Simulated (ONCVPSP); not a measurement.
**O: excitation energies, all-electron against ONCV**

ONCVPSP 4.0.1 input, shortened (lines: element, Z, core and valence counts, functional; n l f; lmax; l rc ep ncon nbas qcut; lloc lpopt rc5 dvloc0; l nproj debl; icmod fcfact rcfact), PBEsol, scalar-relativistic:

```
  O 8.00    1    2  -116133      upf
    1    0    2.00
    2    0    1.50
    2    1    4.50
    1
    0    0.65    0.00    4    7    9.90
    1    1.15    0.00    4    7   11.00
    4    5    0.50    2.00
    0    2    2.50
    1    2    1.10
    3    3.25    1.20
```

Energies are relative to the spin-unpolarised reference configuration 2s1.5 2p4.5; without spin polarisation the order of configurations can differ from experiment.

Q: Give the all-electron excitation energy and the error of the potential for: 2s2 2p4; 2s2 2p3; 2s2 2p2; 2s2 2p3.5.

A:

```tsv
valence configuration	charge	ΔE all-electron (eV)	error AE − PS (meV)
2s2 2p4	0	-7.422	+2.0
2s2 2p3	+1	8.937	+15
2s2 2p2	+2	42.415	+79
2s2 2p3.5	+0.5	-1.168	+5.7
```

Levels in the configuration 2s2 2p3:

| level | all-electron (eV) | pseudo (eV) |
| --- | --- | --- |
| 2s | -39.483 | -39.483 |
| 2p | -24.362 | -24.333 |
